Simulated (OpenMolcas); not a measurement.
As⁺: Slater's ratio, worked from levels

```yaml
Program: OpenMolcas 26.06
Basis: ANO-RCC-VQZP [7s6p4d2f1g]
Scalar_Hamiltonian: DKH2, point nucleus
Active_space: 4 electrons in 9 orbitals (RAS2 4s 4p; RAS3 4d, at most 2 electrons)
State_averaging: 2S+1 = 3 even, 6 roots; 2S+1 = 1 even, 6 roots; 2S+1 = 5 odd, 1 root; 2S+1 = 3 odd, 8 roots; 2S+1 = 1 odd, 8 roots
Spin-orbit_coupling: state interaction with AMFI integrals over the reference wave functions, term energies averaged over their components
```

Methods: RASSCF; MS-RASPT2, IPEA 0.25 Eh, imaginary shift 0.1 Eh (closed shells correlated: 3d). Measured levels: NIST Handbook of Basic Atomic Spectroscopic Data.

**Slater's ratio.** With one set of orbitals, p2 has 1D - 3P = 6 F2 and 1S - 1D = 9 F2 (F2 = F²/25), a ratio of 3/2. Term energies are centres of gravity, weighted by 2J + 1.

| Source | 1D - 3P | 1S - 3P | F2 from the first | Ratio |
| --- | --- | --- | --- | --- |
| RASSCF | 7854 | 21364 | 1309 | 1.720 |
| MS-RASPT2 | 8404 | 21070 | 1401 | 1.507 |
| measured | 8329 | 20832 | 1388 | 1.501 |

Energies in cm-1. A ratio away from 3/2 shows effects beyond one configuration with one set of orbitals, and in heavier atoms second-order spin-orbit shifts.

Term energies are means over components that CASPT2 splits; among the terms shown or strongly mixed into the levels shown the widest spread is 39 cm-1 (4s2 4p2 1D, MS-RASPT2). Over all roots computed the reference weight is 0.92 to 0.98 in MS-RASPT2; the roots of lowest weight are the least certain, and an intruder state may touch them. The run also gave levels led by 4s 4p2 4d, 4s2 4p 4d, which use shells meant for correlation; these and all levels above them are left out. Without dynamic correlation excited terms often stand tens of per cent too high (terms of higher spin than the ground term too low), and those without a measured partner can miss by more than the paired ones (holds for RASSCF). Measured partners are found by configuration, term and J. A level has none where our copy of the source lacks it or the pairing is in doubt (some pairs that miss far off the trend of their configuration count as doubtful), and it then counts in no deviation. Levels of configurations outside the active space are missing.
